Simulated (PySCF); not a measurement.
**A small calculation by hand: oscillator strength and radiative lifetime**

CH₄BrGaO, SMILES C[O][GaH][Br].

The structure is a stationary point at PBE0-D3(BJ)/def2-SVP. One conformer was computed; it need not be the lowest.

TDA-PBE/def2-SVPD (PySCF) puts the first singlet state with f over 0.02 at 5.91 eV (vertical), with the transition dipole (0.213, 0.497, 0.000) in atomic units.

Task: Find the oscillator strength, the wavelength and the radiative lifetime that this transition would have in vacuum if emission retraced absorption.

Result: 
|μ|² = 0.2924 au, so |μ| = 1.37 D. ΔE = 5.91/27.211 = 0.2172 hartree. f = (2/3) ΔE |μ|² = 0.042 (the program prints 0.042).
λ = 1239.84/5.91 = 210 nm; ν = 47667 cm⁻¹.
Einstein's coefficient A = 0.6670 ν² f s⁻¹ (ν in cm⁻¹) = 6.4e7 s⁻¹, so τ = 1/A = 16 ns. This state is S6; the lower singlets have f = 0.000, 0.019, 0.001, 0.001, 0.018. The figure is the radiative limit of this one transition; relaxation, internal conversion, crossing to triplets and a medium change what is measured.
